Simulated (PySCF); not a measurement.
State search for SiAs⁺

Unrestricted PBE0; Si def2-TZVPPD, As def2-TZVPPD; no relativity (PySCF 2.14). Outer shells of the fragments: Si+ 3s2 3p1; As 3d10 4s2 4p3.

Followed along the bond (rough minima from three points):

| 2Ms+1 | unpaired | ⟨S²⟩ at the start | R at minimum (Å) | Te (eV) |
| --- | --- | --- | --- | --- |
| 3 | π ↑↑ | 2.01 | 2.33 | 0.00 |
| 1 | π ↑↓ | 1.01 | 2.33 | 0.26 |
| 3 | σ ↑, π ↑ | 2.13 | 2.18 | 0.43 |
| 1 | σ ↓, π ↑ | 1.13 | 2.18 | 0.61 |
| 1 | none | 0.00 | 2.34 | 1.07 |

Solutions found at the starting distance of 2.390 Å, counted from the lowest of them; the search is not exhaustive and high or unbound solutions are not listed, so other states can lie among these:

```tsv
2Ms+1	unpaired	term	E (eV)	⟨S²⟩	⟨Lz²⟩	μ (D)
3	π ↑↑	³Σ⁻	0.00	2.01	0.00	-3.60
1	π ↑↓	mixed	0.26	1.01	2.02	-3.48
3	σ ↑, π ↑	³Π	0.67	2.13	1.01	-3.88
1	σ ↓, π ↑	mixed	0.88	1.13	1.01	-3.98
1	none	mixed	1.06	0.00	2.00	-3.18
5	σ ↑, π ↑↑↑	⁵Π	1.62	6.01	1.01	-2.89
3	σ ↑, π ↑↑↓	mixed	2.18	3.02	3.03	-2.93
3	σ ↓, π ↑↑↑	mixed	2.29	3.03	1.01	-2.76
3	π ↑↑	mixed	2.91	2.01	2.02	-0.88
5	σ ↑↑, π ↑↑	⁵Σ⁻	4.71	6.00	0.00	-3.12
```

A term symbol is given only where ⟨S²⟩ and ⟨Lz²⟩ are close to those of a pure state; real π, δ and φ orbitals otherwise mix terms. A positive dipole points towards As; it is taken about the centre of mass and depends on that origin.

Spin–orbit coupling is left out.
